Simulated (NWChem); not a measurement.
System: SbH₃O₃; SMILES [OH][Sb]([OH])[OH]

NWChem input:

```
start job
memory heap 200 mb stack 900 mb global 1100 mb
geometry units angstroms noautoz
  Sb     0.042913    -0.083812     0.363199
  O     -0.068138    -1.664879    -0.820249
  H      0.043518    -1.425304    -1.750583
  O     -1.347392     1.021968    -0.538266
  H     -2.248366     0.702940    -0.407535
  O      1.391864     0.962905    -0.623502
  H      0.917773     1.520247    -1.258952
end
basis spherical
  * library def2-svp
end
ecp
  Sb library def2-ecp
end
dft
  xc xpbe96 cpbe96
  iterations 150
end
tddft
  cis
  nroots 6
  notriplet
end
task tddft energy
```

Structure relaxed at the PBE0/def2-SVP level. def2 effective core potentials on Sb; no spin-orbit coupling.

Vertical excitations in the gas phase.

Problem. Predict the main results of this run. (PBE/def2-SVP with def2 effective core potentials on Sb, TDA.) Quantities: lowest excitation, singlet (eV); oscillator strength of that lowest state; orbital gap (eV).

Solution. 
```json
{
 "lowest excitation, singlet (eV)": "5.28",
 "oscillator_strength_of_that_lowest_state": "0.012",
 "orbital gap (eV)": "4.96"
}
```
